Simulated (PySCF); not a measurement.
**Structure revision by computed shifts**

A compound C₅H₆FNO gives the data below (simulated from a calculation) and was assigned the structure `O=CN[C@@H]1C=C[C@H]1F`.

¹³C{¹H} NMR (computed): δ 177.3 (C), 167.7 (C, d, J = 24.2 Hz), 107.9 (CH, d, J = 4.4 Hz), 81.9 (CH2, d, J = 220.2 Hz), 14.7 (CH3).

¹H NMR (500 MHz, computed): δ 6.32 (dq, J = 1.2, 1.1 Hz, 1H), 5.96 (d, J = 53.4 Hz, 2H), 2.63 (d, J = 1.1 Hz, 3H).

PySCF calculation with geometry: GFN2-xTB, B3LYP/pcJ-1 coupling constants (spin–dipole term only in couplings to heteroatoms) and NMR shieldings at PBE0/pcSseg-1/GIAO; non-relativistic Hamiltonian, one conformer, one averaged value for each set of equivalent atoms, gas phase.

Chemical shifts δ = σref − σ; ¹H (σ = 31.72 ppm), ¹³C (σ = 186.93 ppm) against TMS, all at this level.

Q: Compare with the shifts computed for the proposed structure, pairing carbons in order of shift.

A: Numbering as in the mapped SMILES `[O:1]=[CH:2][NH:3][C@@H:4]1[CH:5]=[CH:6][C@H:7]1[F:8]`. Hydrogens are named by the atom that carries them.

| atom | computed for proposal | given list | difference |
| --- | --- | --- | --- |
| C2 | 159.3 | 177.3 | -18.0 |
| C5 | 149.9 | 167.7 | -17.8 |
| C6 | 148.4 | 107.9 | +40.5 |
| C7 | 97.9 | 81.9 | +16.0 |
| C4 | 55.8 | 14.7 | +41.1 |

The rms difference is 29.1 ppm and the largest +41.1 ppm at C4 (allylic sp3 CH bonded to N). The carbon types in order of shift don't match either: CH, CH, CH, CH, CH for the proposal against C, C, CH, CH2, CH3 in the data. The proposal doesn't fit.

Q: Which isomer fits?

A: SMILES c1c(C)onc1CF.

Carbon types of the structure: 2 × C, 1 × CH, 1 × CH2, 1 × CH3, which accounts for all hydrogens. δC 177.3: substituted aromatic carbon next to the ring oxygen. δC 167.7: substituted aromatic carbon next to a ring nitrogen. δC 107.9: aromatic CH. δC 81.9: sp3 CH2 bonded to F, on an aromatic ring; the inductive effect lowers its shielding.

The data come from this structure; uniqueness wasn't tested.

C–F couplings over four or more bonds (about 3 Hz to the para carbon of a fluoroarene) are left out. Common functionals overestimate the size of one-bond C–F couplings by tens of Hz; these are unscaled. Multiplet labels drop couplings under 1 Hz and merge nearly equal ones. Shifts are as computed. Against solution values, carbons near 30 ppm lie about +3 ppm off and those near 130 ppm about +5 ppm. Of 1211 compounds with measured shifts, 218 miss one by over three times the rms of a fit or turn the order of signals round; such compounds aren't used in these exercises.
